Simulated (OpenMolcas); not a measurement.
## How methods differ on C6H10O (cyclohexanone)

The species is C6H10O (17 atoms), meant as a singlet with charge 0. As SMILES, `O=C1CCCCC1`. The shape is that of a PBE0-D4/def2-TZVP optimisation. This is one conformer, not always the lowest.

```
atom    x (Å)    y (Å)    z (Å)
   O  -0.7070  -1.9907   1.6800
   C  -0.2761  -1.0070   1.1305
   C   1.0715  -0.9834   0.4507
   C   0.9789  -0.4130  -0.9651
   C   0.2787   0.9372  -0.9774
   C  -1.1076   0.8396  -0.3590
   C  -1.0477   0.2889   1.0663
   H   1.4861  -1.9921   0.4649
   H   1.7286  -0.3412   1.0520
   H   1.9807  -0.3336  -1.3957
   H   0.4229  -1.1145  -1.5977
   H   0.2079   1.3148  -2.0014
   H   0.8785   1.6648  -0.4162
   H  -1.5997   1.8158  -0.3556
   H  -1.7312   0.1786  -0.9719
   H  -2.0396   0.1245   1.4891
   H  -0.5248   1.0115   1.7066
```

Each level gives the dipole moment (D). The values are calculated.

```tsv
level	kind	program	value (D)	CPU time
HF/6-31G* (spherical functions)	Hartree–Fock	OpenMolcas	3.47	37 s
SVWN5/6-31G* (spherical functions)	LDA	OpenMolcas	3.00	2.7 min
revPBE/6-31G* (spherical functions)	GGA	OpenMolcas	2.89	3.3 min
M06-L/6-31G* (spherical functions)	meta-GGA	OpenMolcas	3.01	3.8 min
B3LYP/6-31G* (spherical functions)	global hybrid	OpenMolcas	3.03	3.1 min
```

The values span 2.89 to 3.47 D. Times are those of the runs behind each value, whatever else they computed, on shared processors of several kinds: orders of magnitude only.
